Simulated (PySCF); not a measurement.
# Electronic structure of Si (silicon, neutral) at the UHF level

Configuration: [Ne] 3s2 3p1 4s1, high-spin 3P determinant (an excited configuration). Calculation: PySCF 2.14, in aug-cc-pV(D+d)Z; the non-relativistic Hamiltonian (point nucleus).

* Total energy: -288.670216 hartree
* One-electron energy: -398.3519 hartree
* Hartree (Coulomb) energy: 129.8334 hartree
* Exchange energy: -20.1518 hartree
* Kinetic energy: 288.64649 hartree
* ⟨S²⟩: 2.0149
* ⟨L²⟩: 2.051
* Sum of ⟨r⟩: 17.10 bohr
* Sum of ⟨r²⟩: 57.34 bohr²
* Traceless quadrupole moment −½Σ⟨3z² − r²⟩ along its main axis: -2.53 e·bohr²
* Density at the nucleus (Gaussians lack the cusp): 1720 bohr⁻³
* Spin density at the nucleus: 0.512 bohr⁻³
* Langevin diamagnetic susceptibility: -45.4 ×10⁻⁶ cm³/mol

```
shell  electrons  mean orbital energy (hartree)  spread (hartree)  rms radius, mean of both spins (bohr)
 1s α          1                      -68.99229                 0                                  0.129
 1s β          1                      -68.98530                 0                                  0.129
 2s α          1                       -6.32950                 0                                  0.614
 2s β          1                       -6.31984                 0                                  0.614
 2p α          3                       -4.42806           0.01061                                  0.600
 2p β          3                       -4.41520           0.01599                                  0.600
 3s α          1                       -0.70760                 0                                   2.26
 3s β          1                       -0.61095                 0                                   2.26
 3p α          1                       -0.41235                 0                                   2.77
 4s α          1                       -0.10094                 0                                   6.05
```

The outer electron is Rydberg-like, and this basis confines it to a smaller radius and binds it less than a complete one would.

Spin-orbit constants ζ (cm⁻¹) from the X2C one-electron operator on these orbitals (non-relativistic here): bare nucleus, nucleus screened by l(l+1)(2l+1)/3 electrons, and screened by the Breit-Pauli mean field of the electrons.

| shell | bare | screened nucleus | mean field |
| --- | --- | --- | --- |
| 2p | 3823 | 3277 | 3026 |
| 3p | 200.4 | 171.8 | 155.4 |

To first order the Landé constant is A = 77.70 cm⁻¹, so the lowest level has J = 0 and lies 0.0193 eV below the centre of the term. This holds in LS coupling only.
